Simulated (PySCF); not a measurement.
# Levels of Au⁷⁴⁺ from EOM-EA-GCCSD

Reference: closed-shell Au⁷⁵⁺, [He] 2s2; one electron is added. Calculated with PySCF 2.14, two-component X2C-1e with screened spin-orbit coupling, an uncontracted even-tempered set (16 s from 16 bohr⁻², ratio 2.6; 13 p from 21 bohr⁻², ratio 2.6; 7 d from 21 bohr⁻², ratio 2.8; 4 f from 400 bohr⁻², ratio 2.8); frozen nothing; the 28 highest virtual spinors dropped; of the others 54 kept and the rest restored at second order. No Breit or QED terms. Binding energies in eV.

```tsv
level	Koopmans	second order	EOM-CCSD
2p1/2	21949.5	21948.0	21943.7
2p3/2	19956.8	19957.9	19957.9
```

For comparison, the ionisation energy of Au⁷⁴⁺ is 21920 ± 90 eV (theoretical estimate listed by NIST; NIST Atomic Spectra Database, ionization energies).

Only part of the computed levels is shown.
